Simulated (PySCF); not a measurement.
Computed structure and properties of [Lu(NH3)3]3+

System: [Lu(NH3)3]3+ (singlet in the valence; each metal's 4f electrons, 14 of them, lie in its core potential, out of spins and levels); start: displaced along the imaginary mode (C3). Method: PySCF 2.14.0, RKS PBE0, Lu lcecp-1-SVP with ECP60, N def2-SVP, H def2-SVP; non-relativistic Hamiltonian with scalar-relativistic core potentials where named; density fitting; no spin-orbit coupling.

Input of the relaxation:

```python
mol = gto.M(atom='''
Lu     0.00000    -0.00000    -0.03727
N      2.33929     0.00090     0.12274
H      2.74054    -0.55425     0.90950
H      2.84153    -0.38142    -0.70824
H      2.79136     0.93503     0.25000
N     -1.17043     2.02543     0.12274
H     -0.89028     2.65050     0.90950
H     -1.09045     2.65155    -0.70824
H     -2.20544     1.94987     0.25000
N     -1.16886    -2.02634     0.12274
H     -1.85026    -2.09626     0.90950
H     -1.75109    -2.27013    -0.70824
H     -0.58592    -2.88490     0.25000''',
    basis={'Lu': 'lcecp-1-SVP', 'N': 'def2-SVP', 'H': 'def2-SVP'},
    ecp={'Lu': 'lcecp-1-SVP'},
    charge=3, spin=0)
mf = dft.RKS(mol, xc='PBE0')
mf.grids.atom_grid = (50, 194)  # f atoms: unpruned, at least (60, 302)
mf = mf.density_fit()  # fitting sets: Lu AutoAux, N def2-universal-JKFIT, H def2-universal-JKFIT
mf.conv_tol = 1e-08; mf.max_cycle = 55
mf.kernel(dm0)  # dm0: converged density of the start geometry
# quasi-Newton relaxation in Cartesian coordinates to a largest gradient under 0.00045 Eh/bohr, steps kept in the point group
```

Run from Python with OMP_NUM_THREADS=2; the lines above give its settings. Where DIIS fails, smearing, a level shift and second-order steps follow.
It took 3.1 min on 2 threads of Arm Neoverse V1 (shared host), from the converged density of the start.

Course of the relaxation:

| step | energy above end (eV) | largest force component within the symmetry (eV/Å) |
| --- | --- | --- |
| 0 | 0.0411 | 0.304 |
| 1 | 0.0333 | 0.025 |
| 2 | 0.0325 | 0.030 |
| 3 | 0.0220 | 0.121 |
| 4 | 0.0187 | 0.187 |
| 5 | 0.0136 | 0.165 |
| 6 | 0.0086 | 0.077 |
| 7 | 0.0070 | 0.096 |
| 24 | 0.0008 | 0.021 |
| 25 | 0.0006 | 0.015 |
| 26 | 0.0005 | 0.059 |
| 27 | 0.0002 | 0.014 |
| 28 | 0.0001 | 0.009 |
| 29 | 0.0000 | 0.019 |
(The steps between are left out.)

Relaxed geometry (C3):

```xyz
13

Lu    0.0000    0.0000   -0.6486
N     2.2096    0.0152    0.0906
H     2.3739   -0.3463    1.0497
H     2.8733   -0.5461   -0.4789
H     2.6681    0.9465    0.1164
N    -1.1179    1.9060    0.0906
H    -0.8871    2.2291    1.0497
H    -0.9637    2.7614   -0.4789
H    -2.1538    1.8374    0.1164
N    -1.0917   -1.9211    0.0906
H    -1.4869   -1.8827    1.0497
H    -1.9096   -2.2153   -0.4789
H    -0.5143   -2.7839    0.1164
```

```json
{"contact": "Lu1–N2 (NH3)", "Å": "2.330"}
{"contact": "Lu1–N6 (NH3)", "Å": "2.330"}
{"contact": "Lu1–N10 (NH3)", "Å": "2.330"}
```

On the finer grid (75, 302):

* HOMO: -25.02 eV
* LUMO: -16.52 eV
* Dipole about the centre of mass: 2.92 D
* Set of Mulliken populations of Lu1 outside the core potential: s 2.32, p 6.20, d 0.71, f 0.03
* D3(BJ) dispersion energy (not in the energies): -0.192 eV

```json
{"atom": "Lu1", "Mulliken (e)": "1.75", "Löwdin (e)": "1.44", "spin (e)": "0.00"}
{"atom": "N2", "Mulliken (e)": "-0.37", "Löwdin (e)": "0.00", "spin (e)": "0.00"}
{"atom": "H3", "Mulliken (e)": "0.26", "Löwdin (e)": "0.17", "spin (e)": "0.00"}
{"atom": "H4", "Mulliken (e)": "0.27", "Löwdin (e)": "0.18", "spin (e)": "0.00"}
{"atom": "H5", "Mulliken (e)": "0.26", "Löwdin (e)": "0.18", "spin (e)": "0.00"}
{"atom": "N6", "Mulliken (e)": "-0.37", "Löwdin (e)": "0.00", "spin (e)": "0.00"}
{"atom": "H7", "Mulliken (e)": "0.26", "Löwdin (e)": "0.17", "spin (e)": "0.00"}
{"atom": "H8", "Mulliken (e)": "0.27", "Löwdin (e)": "0.18", "spin (e)": "0.00"}
{"atom": "H9", "Mulliken (e)": "0.26", "Löwdin (e)": "0.18", "spin (e)": "0.00"}
{"atom": "N10", "Mulliken (e)": "-0.37", "Löwdin (e)": "0.00", "spin (e)": "0.00"}
{"atom": "H11", "Mulliken (e)": "0.26", "Löwdin (e)": "0.17", "spin (e)": "0.00"}
{"atom": "H12", "Mulliken (e)": "0.27", "Löwdin (e)": "0.18", "spin (e)": "0.00"}
{"atom": "H13", "Mulliken (e)": "0.26", "Löwdin (e)": "0.18", "spin (e)": "0.00"}
```

The 4f levels lie in the core potential and are missing.

On the grid (50, 194), as all that follows. Harmonic modes: a minimum within the noise of the softest modes; lowest 56 cm⁻¹ (negative: unstable), highest 3406 cm⁻¹, zero-point energy 3.100 eV.

Taking off one NH3 (charge 0, singlet; the rest: singlet) in vacuum, both parts rigid, costs 4.35 eV; the small basis without counterpoise inflates it. Parting with an electron moved from the ligand to the metal can be far cheaper, even downhill.

Rigid scan of NH3 along the line from its metal:

distance to N2 (Å), energy (eV) and a bar:
```
     2.03      0.572 ##############################
     2.13      0.219 ###########
     2.23      0.047 ##
     2.33      0.000 
     2.43      0.037 ##
     2.53      0.131 #######
     2.73      0.413 ######################
```

One start shape was tried, so this needn't be the lowest isomer.

An lcecp potential fixes the number of 4f electrons, so in runs with it no electron can move into or out of that shell.
